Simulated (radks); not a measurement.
Initial-state core-level shifts of neutral chlorine when its valence configuration changes from [Ne] 3s2 3p5. Method: Dirac Kohn-Sham, PBE, spin-unpolarised, spherical densities, finite nucleus; open shells fill j = l - 1/2 first; Fermi nuclear charge, rms radius 3.3654 fm; computed with a radial shooting solver on a logarithmic mesh with Libxc functionals. Shifts are changes of the shell-averaged eigenvalues in eV (positive: less bound); the change of the density at the nucleus, which sets a Mossbauer isomer shift, is in e/bohr^3, on a base of 3593.

| valence | 1s | 2s | 2p | density at nucleus |
|---|---|---|---|---|
| 3s1.5 3p5.5 | -0.712 | -0.699 | -0.690 | -6.4405 |
| 3s1 3p6 | -1.404 | -1.380 | -1.363 | -12.9900 |
